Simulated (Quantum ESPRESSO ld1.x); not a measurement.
Values are calculated unless marked as measured or tabulated.
Task: All-electron atom: Nb+ in [Kr] 4d4. Code: ld1.x of Quantum ESPRESSO 7.5. Model: Dirac Kohn-Sham, PBE, spin-unpolarised, spherical densities, point nucleus; open shells fill j = l - 1/2 first. Some entries of the table are withheld. Estimate them.

orbital,occ.,eigenvalue (hartree),<r^2> (bohr^2),r(max) (bohr)
1s1/2,2,-691.114,(1),0.023
2s1/2,2,-96.8444,0.02938,0.133
2p1/2,2,-88.8917,(2),0.104
2p3/2,4,-85.3718,(3),0.108
3s1/2,2,-16.3490,0.2251,0.395
3p1/2,2,-13.3549,(4),(5)
3p3/2,4,-12.7848,(6),(7)
3d3/2,4,-7.49913,0.2241,0.334
3d5/2,6,-7.39302,0.2276,0.336
4s1/2,2,(8),1.529,1.03
4p1/2,2,-1.55311,1.893,1.11
4p3/2,4,-1.47643,1.988,1.13
4d3/2,4,-0.34292,5.185,1.49
4d5/2,0,-0.33683,5.307,1.50

Result: 
(1) 1s1/2 <r^2> (bohr^2): 0.001757
(2) 2p1/2 <r^2> (bohr^2): 0.02224
(3) 2p3/2 <r^2> (bohr^2): 0.02361
(4) 3p1/2 <r^2> (bohr^2): 0.2243
(5) 3p1/2 r(max) (bohr): 0.382
(6) 3p3/2 <r^2> (bohr^2): 0.2349
(7) 3p3/2 r(max) (bohr): 0.392
(8) 4s1/2 eigenvalue (hartree): -2.37580
